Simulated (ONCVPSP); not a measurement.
**Mn, ONCV: configuration errors across variants**

- Element: Mn
- Generator: ONCVPSP 4.0.1
- Type: optimised norm-conserving Vanderbilt (ONCV)
- Functional: PBEsol
- Relativity: scalar-relativistic
- Frozen core: [Ne]
- Valence charge: 15
- Reference configuration: 3s2 3p6 3d5 4s2
- Partial waves: 3s+4s: rc 1.40 bohr, ncon 4, nbas 7, qcut 7.6 1/bohr, 2 projectors; 3p: rc 1.45 bohr, ncon 5, nbas 9, qcut 7.4 1/bohr, 1 projector; 3d: rc 1.10 bohr, ncon 4, nbas 8, qcut 11.4 1/bohr, 2 projectors, debl 0.7 Ha
- Local potential: polynomial inside 0.70 bohr (lpopt 3, dvloc0 -1 Ha)
- Core correction: polynomial model core, fcfact 0.2

All-electron excitation energies from the reference (eV): (1) 3s2 3p6 3d5 4s1 8.433; (2) 3s2 3p6 3d5 4s0 23.945; (3) 3s2 3p6 3d4 4s0 56.425; (4) 3s2 3p6 3d5 4s0 4p1 13.192.

1 further variants failed, have other tests or another functional or relativity, and are left out.

Errors AE − PS in meV (a dash: test not solved or not reliable):

| change | (1) | (2) | (3) | (4) | bound ghosts | GHOST(+) flags above zero |
| --- | --- | --- | --- | --- | --- | --- |
| base | -0.4 | -0.5 | -2.0 | +11 | none | none |
| core correction Teter function, fcfact 1.5, rcfact 1.75 | -0.4 | -0.3 | -2.0 | +11 | none | none |
| s: qcut 6.5; p: qcut 6.3; d: qcut 9.7 | -0.4 | -0.9 | -3.4 | -16 | none | none |
| core correction polynomial model core, fcfact 0.72 | -0.4 | -0.5 | -2.0 | +11 | none | none |
| d: rc 0.98 | -0.4 | -0.5 | -3.3 | +11 | none | none |
| local potential polynomial inside 0.70 bohr (lpopt 3, dvloc0 1 Ha) | -0.4 | -0.5 | -2.0 | +9.7 | none | none |
| d: qcut 15.3 | -0.4 | -0.4 | -4.5 | +11 | none | none |

Problem. Give the same row for: s: ncon 5, nbas 8.

Solution. -0.4, -0.3, -1.1, +11; bound ghosts: none; GHOST(+) flags above zero: s.
